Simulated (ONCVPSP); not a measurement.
How hard is this C ONCV potential?

```
Element                 : carbon (C)
Generator               : ONCVPSP 4.0.1
Type                    : optimised norm-conserving Vanderbilt (ONCV)
Functional              : PBE
Relativity              : scalar-relativistic
Frozen core             : [He]
Valence charge          : 4
Reference configuration : 2s2 2p2
Partial waves           : 2s: rc 1.35 bohr, ncon 4, nbas 8, qcut 4.6 1/bohr, 2 projectors, debl 2.5 Ha; 2p: rc 2.10 bohr, ncon 4, nbas 7, qcut 6.7 1/bohr, 2 projectors, debl 1.9 Ha
Local potential         : polynomial inside 1.20 bohr (lpopt 4, dvloc0 -1 Ha)
Core correction         : none
```

Question: For each optimised wave give the share of its norm inside rc, the residual kinetic energy above qcut (Ha) and the cutoffs (Ha) for errors of 10, 1, 0.1 and 0.01 mHa per electron.

Answer:

```csv
wave,norm inside rc,residual KE,10 mHa,1 mHa,0.1 mHa,0.01 mHa
2s,0.436,3.1e-03,7.2,25.2,88.0,103.4
s projector 2,0.088,5.0e-03,8.8,15.2,51.1,93.9
2p,0.696,3.4e-07,10.3,14.1,17.1,19.4
p projector 2,0.219,1.7e-05,13.0,17.1,20.1,24.7
```

The occupied waves need 25 Ha and 88 Ha for 1 and 0.1 mHa. Its largest configuration-test error is +659 meV.
